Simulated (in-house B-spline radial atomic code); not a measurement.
## Ionising Co VI (Co5+) with different functionals

Computed with an all-electron radial atomic-structure program (B-spline basis): four-component Dirac-Coulomb Hamiltonian, Fermi nucleus of rms radius 3.7875 fm, spin-restricted, spherical fractional occupations for the functionals, and exact exchange of hybrids averaged over the configuration. The ionisation energy is the difference of two self-consistent energies, [Ar] 3d4 → [Ar] 3d3, without Breit or QED terms; ε is the level of the shell that loses the electron (mean over j). The electron is taken from both j subshells in proportion to 2j + 1, so the result is a j average, not the step between ground levels.

```json
{"method": "B97-1", "rung": "global hybrid", "ΔSCF (eV)": "101.43", "-ε(3d) (eV)": "92.03"}
{"method": "LC-wPBE", "rung": "range-separated hybrid", "ΔSCF (eV)": "101.55", "-ε(3d) (eV)": "94.75"}
{"method": "CAM-B3LYP", "rung": "range-separated hybrid", "ΔSCF (eV)": "101.56", "-ε(3d) (eV)": "94.07"}
{"method": "wB97X", "rung": "range-separated hybrid", "ΔSCF (eV)": "101.15", "-ε(3d) (eV)": "94.70"}
```

(1) Among the functionals, which spreads more, the ΔSCF values or the orbital energies?

(2) How do they compare with the NIST value?

Results:

(1) The orbital energies: ΔSCF values span about 0.41 eV and the orbital energies 2.73 eV; here energy differences depend much less on the functional than eigenvalues do.

(2) NIST lists 102.0 eV ± 0.2 (semi-empirical, ground level to ground level). Errors run from -0.85 to -0.44 eV; CAM-B3LYP is closest (-0.44 eV), though others lie within the uncertainty of it, and part of that can be cancellation, since the calculations leave out Breit-QED terms, spin polarisation, the choice among j levels, multiplet and fine-structure energies.
